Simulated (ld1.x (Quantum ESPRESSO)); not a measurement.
**Ga (Z = 31): one change to an ultrasoft potential, before and after**

- Element: Ga
- Generator: ld1.x (Quantum ESPRESSO) 7.5
- Type: ultrasoft
- Functional: LDA (PZ)
- Relativity: scalar-relativistic
- Frozen core: [Ar]
- Valence charge: 13
- Reference configuration: 3d10 4s1.5 4p1.5
- Partial waves: 4s (bound): rcut 1.25, rcutus 1.75 bohr; 4s channel at 0.8 Ry: rcut 1.25, rcutus 1.75 bohr; 4p (bound): rcut 1.85, rcutus 2.20 bohr; 4p channel at 0.2 Ry: rcut 1.85, rcutus 2.20 bohr; 3d (bound): rcut 1.00, rcutus 1.40 bohr; 3d channel at -0.9 Ry: rcut 1.00, rcutus 1.40 bohr
- Local potential: all-electron potential smoothed inside 1.05 bohr (lloc = -2)
- Core correction: Bessel-smoothed model core, default radius (core density twice the valence density)
- Augmentation charge: PSQ, inside the norm-conserving radii

Change: local potential all-electron potential smoothed inside 0.92 bohr (lloc = -2).

Cutoffs: the cutoffs (Ry, on a coarse ladder) from which the occupation-weighted sum of valence levels, in a spherical-Bessel basis at the reference potential, stays within 10 and 1 mRy of its value at 400 Ry; they do not see the model core or the augmentation charge, which bear on the density cutoff. Errors are all-electron minus pseudo energies relative to the spin-unpolarised reference configuration.

Q: What does the change do?

A: The potential gets neither clearly harder nor softer (55 Ry and 100 Ry → 55 Ry and 100 Ry); the number of tests with a reliable result goes from 9 to 4 (the test run of the changed file stopped, so its transferability is not established); of the 4 tests that both files solve, the error grows in 0 and shrinks in 1 by more than 15 % and 0.3 meV (median size 5.2 → 4.7 meV); the range in which the s phases agree widens (upper end 3.1 → at the end of the scan); neither file shows a bound ghost.

```tsv
quantity	base	changed
cutoff, loose	55 Ry	55 Ry
cutoff, tight	100 Ry	100 Ry
bound ghosts	none	none
tests with a reliable result	9 of 9	4 of 9 (the test run stopped)
error for 3d10 4s2 4p1, meV [ΔE -3.26 eV]	+0.5	+0.4
error for 3d10 4s2 4p0, meV [ΔE 2.63 eV]	-2.3	-2.1
error for 3d10 4s1 4p0, meV [ΔE 24.13 eV]	-8.0	-7.3
error for 3d9 4s2 4p1, meV [ΔE 24.70 eV]	-174	-20
s: phases at 2.39 bohr within 0.05 rad from the reference energy up to (Ry; the scan ends near 5)	3.1	to the end of the scan
p: phases at 2.39 bohr within 0.05 rad from the reference energy up to (Ry; the scan ends near 5)	4.5	4.3
d: phases at 2.39 bohr within 0.05 rad from the reference energy up to (Ry; the scan ends near 5)	to the end of the scan	to the end of the scan
lowest overlap eigenvalue by channel	s 0.41, p 0.57, d 1.00	s 0.37, p 0.52, d 1.00
```
